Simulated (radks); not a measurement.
Question: The dysprosium ion Dy8+ is in [Kr] 4d10 4f6 5s2 5p4. Calculated with a radial shooting solver on a logarithmic mesh with Libxc functionals: scalar-relativistic Kohn-Sham, PBEsol, spin-polarised, spherical densities, finite nucleus; Fermi nuclear charge, rms radius of each element as measured or else 0.836 A^(1/3) + 0.57 fm. Open shells are filled with parallel spins first. One electron is removed from 4d, 4f, 5s, 5p in turn, with full relaxation. Which removal costs least, and what does each cost?

Answer: 5p 142.68 eV; 4f 157.16 eV; 5s 173.00 eV; 4d 305.78 eV. The 5p electron leaves first.
